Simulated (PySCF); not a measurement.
**NMR data sheet: C₈H₁₂**

```
Formula                               : C8H12
SMILES                                : C=C(C)/C=C\C(=C)C
InChI                                 : InChI=1S/C8H12/c1-7(2)5-6-8(3)4/h5-6H,1,3H2,2,4H3/b6-5-
Point group of the computed structure : C1
Degrees of unsaturation               : 3
Carbon signals                        : 4
Proton signals                        : 4
```

Structure with atom numbers: `[CH2:1]=[C:2]([CH3:3])/[CH:4]=[CH:5]\[C:6](=[CH2:7])[CH3:8]`. Hydrogens are named by the atom that carries them. Ha(C1) is cis to C3; Ha(C7) is cis to C5; Hb(C1) is trans to C3; Hb(C7) is trans to C5.

Calculated, not measured (PySCF 2.14.0 with density-fitted response routines): GFN2-xTB geometry, σ from GIAO-PBE0/pcSseg-1. Equivalent nuclei averaged, one conformer, in vacuum, relativity neglected.

Scale: 1H (σ = 31.72 ppm), 13C (σ = 186.93 ppm) against TMS (reference shieldings calculated alike).

| carbon | δC, type | δH (multiplicity) | HMBC from (2–3 bonds) | span of the C tensor (ppm) |
| --- | --- | --- | --- | --- |
| C1/C7 | 121.1, CH2 | Ha(C1) 5.42 (d); Hb(C1) 5.15 (d) | H(C4)/H(C5), H(C3)/H(C8) | 191 |
| C2/C6 | 153.8, C | – | H(C4)/H(C5), Ha(C1)/Hb(C7), Hb(C1)/Ha(C7), H(C3)/H(C8) | 242 |
| C3/C8 | 25.0, CH3 | 2.07 (s) | H(C4)/H(C5), Ha(C1)/Hb(C7), Hb(C1)/Ha(C7) | 36 |
| C4/C5 | 140.5, CH | 6.62 (s) | H(C4)/H(C5), Ha(C1)/Hb(C7), Hb(C1)/Ha(C7), H(C3)/H(C8) | 205 |

Carbon types of the structure: 2 × C, 2 × CH, 2 × CH2, 2 × CH3, which accounts for all hydrogens. δC 153.8: fully substituted alkene carbon; an sp2 carbon of a C=C bond. δC 140.5: alkene CH; an sp2 carbon of a C=C bond. δC 121.1: terminal =CH2 carbon; as expected for a trigonal carbon in a double bond. δC 25.0: allylic methyl carbon; aliphatic region, no heteroatom directly attached. δH 6.62: hydrogen on an alkene CH; attached to an sp2 carbon and in the plane of the double bond.

Shifts are as computed. Against solution values, carbons near 30 ppm lie about +3 ppm off and those near 130 ppm about +5 ppm. Of 1211 compounds with measured shifts, 218 miss one by over three times the rms of a fit or turn the order of signals round; such compounds aren't used in these exercises. No couplings were computed; multiplicities are counted from neighbouring protons, with m where these are inequivalent, close in shift, in a saturated or five-membered ring or joined by F or P, and br s for small geminal =CH2 splittings.
